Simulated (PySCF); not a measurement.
# Structure revision by computed shifts

A compound C$_{5}$H$_{7}$NO$_{2}$Si gives the data below (simulated from a calculation) and was assigned the structure `C=C(C#N)C[SiH2]OC=O`.

$^{13}$C{$^{1}$H} NMR (computed): δ 169.1 (C), 163.7 (C), 112.6 (C), 84.9 (C), 31.0 (CH2).

$^{1}$H NMR (300 MHz, computed): δ 12.30 (br s, 1H), 6.34 (br s, 1H), 4.20 (s, 3H), 3.80 (s, 2H).

Computed data (PySCF): NMR shieldings at PBE0/pcSseg-1/GIAO, geometry from GFN2-xTB. No solvent, fast rotation and ring inversion assumed for equivalent nuclei, no relativistic terms, a single conformation.

References, each an isolated molecule treated in the same way: $^{1}$H and $^{13}$C vs TMS.

(1) Compare with the shifts computed for the proposed structure, pairing carbons in order of shift.

(2) Which isomer fits?

## Answers

(1) Atoms are numbered as in `[CH2:1]=[C:2]([C:3]#[N:4])[CH2:5][SiH2:6][O:7][CH:8]=[O:9]`. Hydrogens are named by the atom that carries them.

```json
{"atom": "C8", "computed for proposal": "165.0", "given list": "169.1", "difference": "-4.1"}
{"atom": "C1", "computed for proposal": "138.5", "given list": "163.7", "difference": "-25.2"}
{"atom": "C2", "computed for proposal": "123.9", "given list": "112.6", "difference": "+11.3"}
{"atom": "C3", "computed for proposal": "123.6", "given list": "84.9", "difference": "+38.7"}
{"atom": "C5", "computed for proposal": "25.9", "given list": "31.0", "difference": "-5.1"}
```

The rms difference is 21.5 ppm and the largest +38.7 ppm at C3 (nitrile carbon). The carbon types in order of shift don't match either: CH, CH2, C, C, CH2 for the proposal against C, C, C, C, CH2 in the data. The proposal doesn't fit.

(2) SMILES [H]/N=C(/CC#C[SiH3])C(=O)O.

1. Carbon types of the structure: 4 × C, 1 × CH2, leaving 5 H on heteroatoms.
2. δC 169.1: C=N carbon.
3. δC 163.7: carboxylic acid carbon; lone-pair donation from the attached heteroatom keeps it upfield of a ketone carbonyl.
4. δC 112.6, 84.9: alkyne carbon.
5. δH 12.30: hydrogen on an imine nitrogen; exchangeable; this is the value without hydrogen bonding to other molecules.

Other isomers checked: C=C(C#N)C[SiH2]C(=O)O (rms 21.9 ppm).

This is the structure that produced the data.

OH and NH positions are those of a molecule without intermolecular hydrogen bonds; in solution they move with solvent, concentration and temperature, and exchange usually removes their couplings. Shifts are as computed. Against solution values, carbons near 30 ppm lie about +3 ppm off and those near 130 ppm about +5 ppm. Of 1211 compounds with measured shifts, 218 miss one by over three times the rms of a fit or turn the order of signals round; such compounds aren't used in these exercises. The C=O carbon of an acid or of an amide with N–H lies up to 10 ppm further downfield in solution, through hydrogen bonding that the calculation lacks. Multiplicities follow the n + 1 count of equivalent neighbours, as no J values were calculated; m marks all less simple cases, F and P coupling included.
